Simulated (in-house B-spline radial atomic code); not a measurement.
## Binding energies in Bi

NIST's tabulated ground configuration is [Xe] 4f14 5d10 6s2 6p3; each binding energy is the energy of the ion with one electron taken from that subshell, relaxed, less that of the parent. Computed with a radial B-spline atomic code at the basis-set limit: Dirac-Hartree-Fock, average of configuration, Fermi nucleus of rms radius 5.5211 fm. Energies include first-order Breit, QED and recoil terms.

```csv
subshell,X-ray name,binding energy (eV),-ε (eV),relaxation (eV)
1s,K,90529.6,91142.1,97.6
2s,L1,16401.6,16527.9,59.1
3s,M1,4014.9,4062.5,33.7
3d3/2,M4,2697.1,2738.1,35.9
3d5/2,M5,2589,2627.4,35.1
4s,N1,953.9,972.4,15.3
4d3/2,N4,476,490.5,13.9
4d5/2,N5,452,465.7,13.5
5s,O1,176,181.9,5.4
4f5/2,N6,169.1,182.4,13.6
4f7/2,N7,163.8,176.8,13.4
5d3/2,O4,34.3,37.81,3.54
5d5/2,O5,31.31,34.58,3.34
6s,P1,17.75,18.67,0.87
6p,-,7.35,7.81,0.45
```

Relaxation = -ε minus the binding energy without Breit, QED and recoil terms.

Emission lines follow as differences of binding energies, with λ = 12398.42 eV·Å / E:

```
 line          holes  energy (eV)  wavelength (Å)
M5-N7  3d5/2 → 4f7/2       2425.2          5.1123
M4-N6  3d3/2 → 4f5/2       2528.0          4.9044
```

Question: What does it cost to remove both a 1s and a 6p electron?

Answer: 90546 eV, which is 9.114 eV more than the two single binding energies together.

Question: What does it cost to remove both a 4d3/2 and a 5s electron?

Answer: 672.61 eV, which is 20.69 eV more than the two single binding energies together.

Question: What does it cost to remove both a 4d5/2 and a 4d3/2 electron?

Answer: 958.67 eV, which is 30.74 eV more than the two single binding energies together.
